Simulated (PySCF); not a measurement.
PbH2, SMILES [PbH2] (connectivity only; charge and spin as stated), neutral, multiplicity 1.

Geometry: B3LYP-D3(BJ)/def2-TZVPD. The def2 effective core potentials stand for the cores of Pb; spin–orbit coupling is left out.

Vertical ionisation energy (IE) and electron affinity (EA) in eV. Rows of orbital energies are one-electron estimates. Where ΔSCF, EOM or ADC give a negative EA the extra electron is unbound and the value depends on the basis.

```tsv
level	IE	EA
−ε(HOMO), −ε(LUMO), PBE/def2-TZVPD (PySCF)	5.77	3.64
−ε(HOMO), −ε(LUMO), HF/def2-TZVPD (PySCF)	8.88	0.18
```
